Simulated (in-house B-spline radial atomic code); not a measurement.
RPA and G0W0 on LC-wPBE: Cu⁺

Configuration [Ar] 3d10, mean-field start LC-wPBE. Computed with a B-spline radial code for spherical atoms: all electrons, non-relativistic, point nucleus, each spin shell either full or empty, empty states to l = 9 with an (l + 1/2)⁻⁴ tail; G0W0 by contour deformation at full frequency.

Command:
```bash
python run_gw.py task.json out
```
Settings (radii: box in bohr, nucleus in fm):
```
Z                        29
electrons                28
configuration            [Ar] 3d10
hamiltonian              nr
method                   lc_wpbe
lmax                     9
spin_polarised           False
box_radius               23.78
intervals                53
```

Time taken, with all properties: 2.6 s on 1 thread of Arm Neoverse N1, on a shared host.

Energies (hartree):

```tsv
term	value
mean-field total	-1640.04448
Hartree-Fock functional on these orbitals	-1638.70061
direct second order	-2.5852
second-order exchange	0.72716
SOSEX correction	0.64439
```

Q: What is the RPA correlation energy, and what remains with SOSEX?

A: RPA gives -2.0846 hartree (-2.03 eV per electron); RPA + SOSEX gives -1.4403, and the second-order doubles -1.8581 hartree (no singles). RPA lacks exchange-type terms and so overcorrelates at short range.

Quasi-particle levels (eV):

| level | occupied | mean field | Σx - vxc | Σc | QP weight | G0W0 |
| --- | --- | --- | --- | --- | --- | --- |
| 3d | yes | -18.707 | -5.04 | ? | ? | ? |
| 4s | no | -7.643 | 1.16 | -1.16 | 0.976 | -7.634 |

G0W0 = mean field + (Σx - vxc) + Σc, with Σc (partial-wave tail included) taken at the quasi-particle energy. Only the outer levels were computed. Levels of low weight are left out.

Q: Where does G0W0 put 3d?

A: At -21.444 eV, with Σc = 2.30 eV and a quasi-particle weight of 0.888. The tabulated removal energy is 20.292 eV (NIST, measured); the calculation leaves out relativity, Breit and QED terms, and what these don't explain is the method's own error.
